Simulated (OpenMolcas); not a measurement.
**Ionisation energies of nickel**

| Quantity | Value |
| --- | --- |
| Program | OpenMolcas 26.06 |
| Basis | ANO-RCC-VDZP [5s4p2d1f] |
| Scalar Hamiltonian | DKH2, point nucleus |
| Spin-orbit coupling | RASSI with atomic mean-field integrals over the reference wave functions, term energies averaged over their components |

Active shells in each charge state: the valence d shell, with orbitals averaged over the low states. Where CASPT2's correlated closed shells are named, they are those of the first ion.

A. CASSCF
B. SS-CASPT2, IPEA 0.25 Eh, imaginary shift 0.1 Eh (closed shells correlated: 3s 3p)
C. SS-CASPT2, IPEA 0.25 Eh, imaginary shift 0.1 Eh (closed shells correlated: 2s 2p 3s 3p)
D. SS-CASPT2, IPEA 0.25 Eh, imaginary shift 0.1 Eh (closed shells correlated: none)
E. SS-CASPT2, IPEA 0 Eh, imaginary shift 0.1 Eh (closed shells correlated: 3s 3p)

Energies in eV between the lowest computed levels, named as in B; reference values from the NIST Atomic Spectra Database with their kind.

```json
{"From": "Ni2+ 3d8 3F4", "To": "Ni3+ 3d7 4F 9/2", "A": "33.433", "B": "36.094", "C": "36.103", "D": "35.759", "E": "36.078", "Spin-orbit share in B": "-0.017", "Reference": "35.187 (measured)"}
{"From": "Ni3+ 3d7 4F 9/2", "To": "Ni4+ 3d6 5D4", "A": "53.048", "B": "55.013", "C": "55.017", "D": "54.715", "E": "55.034", "Spin-orbit share in B": "+0.037", "Reference": "54.920 (semi-empirical)"}
{"From": "Ni4+ 3d6 5D4", "To": "Ni5+ 3d5 6S 5/2", "A": "73.547", "B": "74.937", "C": "74.939", "D": "74.700", "E": "74.930", "Spin-orbit share in B": "+0.108", "Reference": "76.060 (semi-empirical)"}
{"From": "Ni5+ 3d5 6S 5/2", "To": "Ni6+ 3d4 5D0", "A": "106.743", "B": "107.283", "C": "107.274", "D": "107.300", "E": "107.326", "Spin-orbit share in B": "-0.190", "Reference": "108.000 (semi-empirical)"}
{"From": "Ni6+ 3d4 5D0", "To": "Ni7+ 3d3 4F 3/2", "A": "133.200", "B": "133.555", "C": "133.544", "D": "133.550", "E": "133.584", "Spin-orbit share in B": "-0.075", "Reference": "132.000 (theoretical)"}
{"From": "Ni7+ 3d3 4F 3/2", "To": "Ni8+ 3d2 3F2", "A": "163.277", "B": "163.399", "C": "163.377", "D": "163.451", "E": "163.431", "Spin-orbit share in B": "-0.009", "Reference": "162.000 (theoretical)"}
```

Error against the reference values, in %:

| From | Reference | A | B | C | D | E |
| --- | --- | --- | --- | --- | --- | --- |
| Ni2+ | measured | -5.0 | +2.6 | +2.6 | +1.6 | +2.5 |
| Ni3+ | semi-empirical | -3.4 | +0.2 | +0.2 | -0.4 | +0.2 |
| Ni4+ | semi-empirical | -3.3 | -1.5 | -1.5 | -1.8 | -1.5 |
| Ni5+ | semi-empirical | -1.2 | -0.7 | -0.7 | -0.6 | -0.6 |
| Ni6+ | theoretical | +0.9 | +1.2 | +1.2 | +1.2 | +1.2 |
| Ni7+ | theoretical | +0.8 | +0.9 | +0.8 | +0.9 | +0.9 |

Absolute error against the one measured value: A 1.75 eV, B 0.91 eV, C 0.92 eV, D 0.57 eV, E 0.89 eV. D lies closest.

The lowest level within the active space need not be the ion's true ground level.
